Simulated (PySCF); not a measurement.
Atom-mapped SMILES (the numbers label the heavy atoms): `[CH3:1][S:2](=[O:3])(=[O:4])[O:5][CH2:6][C:7](=[O:8])[OH:9]`. Hydrogens are named by the atom that carries them.

Geometry: GFN2-xTB; GIAO shifts from PySCF 2.14, gas phase, non-relativistic, averaged over equivalent atoms.

At PBE0/cc-pVDZ (160 basis functions, 46 s wall time on 1 thread of an Arm Neoverse N1, shared host):
```tsv
atoms	δ (ppm)
C7	164.3
C6	63.9
C1	42.1
O8	408.0
O3/O4	227.0
O9	189.6
O5	177.1
H(O9)	5.45
H(C6)	4.50
H(C1)	2.74
```

Chemical shifts δ = σref − σ; ¹³C (199.12 ppm), ¹H (31.75 ppm) against TMS; ¹⁷O (345.01 ppm) vs H2O, all at this level.

Predict the values at PBE0/pcSseg-1 on the same geometry.

## Answers


| atoms | δ at PBE0/pcSseg-1 | change |
| --- | --- | --- |
| C7 | 173.5 | +9.2 |
| C6 | 67.7 | +3.8 |
| C1 | 45.7 | +3.6 |
| O8 | 440.7 | +32.7 |
| O3/O4 | 244.8 | +17.8 |
| O9 | 207.5 | +17.9 |
| O5 | 187.2 | +10.1 |
| H(O9) | 6.19 | +0.74 |
| H(C6) | 4.69 | +0.19 |
| H(C1) | 3.02 | +0.28 |

References, each an isolated molecule treated in the same way: ¹³C (σref 186.93) and ¹H (σref 31.72) against TMS; ¹⁷O (σref 336.08) vs H2O.

The largest change is at O8 (carbonyl oxygen). Cost: 190 basis functions, 58 s wall time on 1 thread of an Arm Neoverse N1, shared host. The order of the carbon signals is the same at both levels.

Hydrogen bonding in solution deshields acid and N–H amide carbonyl carbons by as much as 10 ppm beyond these values. Unscaled 17O shifts of doubly bonded oxygen tend to come out too high, by tens of ppm or more. Experimental scales use liquid or dissolved standards, which lie at an offset from isolated H2O (liquid H2O: subtract about 36 ppm).
